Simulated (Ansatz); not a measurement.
The same atomization along the group B, Ga, In.

Calculated with Ansatz (gas phase, PBE0-D4/def2-TZVP geometries, no zero-point term in ΔE). CBS: MP2 limit from def2 TZ/QZ plus the TZ coupled-cluster correction, frozen cores. This one scheme is used for every species, atoms too. For atomizations the MP2-based limit and the directly extrapolated one differ by several kJ/mol either way, and by 10 to 25 for some Ge, Se and Sn compounds, so smaller differences from it don't rank the levels. Functionals use def2-TZVPP. No spin–orbit coupling; open shells (•) take unrestricted orbitals. Spin–orbit coupling would lower the free atoms: a little for B, C, O; clearly for Ga; strongly for In. def2 core potentials past Kr. Bonds to Ga, In are less sure, by a few kJ/mol each and by 10 to 20 or more in all where they break to atoms, as the def2 sets lack core-valence functions. Scalar relativity is left out up to krypton. Each species was taken in one conformer, which may not be the lowest.

| reaction | CCSD(T)/CBS(def2) (kJ/mol) |
| --- | --- |
| `BOCN` → C• + B• + 6 H• + N• + O• | ? |
| `NC[O][GaH2]` → C• + Ga• + 6 H• + N• + O• | 3309 |
| `NC[O][InH2]` → C• + In• + 6 H• + N• + O• | 3184 |

**Question.** Fill in the missing values. (Estimate.)

**Answer.** Ansatz gave: `BOCN` → C• + B• + 6 H• + N• + O•: +3729.4 kJ/mol.

Largest T1 diagnostic: 0.016, for `NC[O][InH2]`.
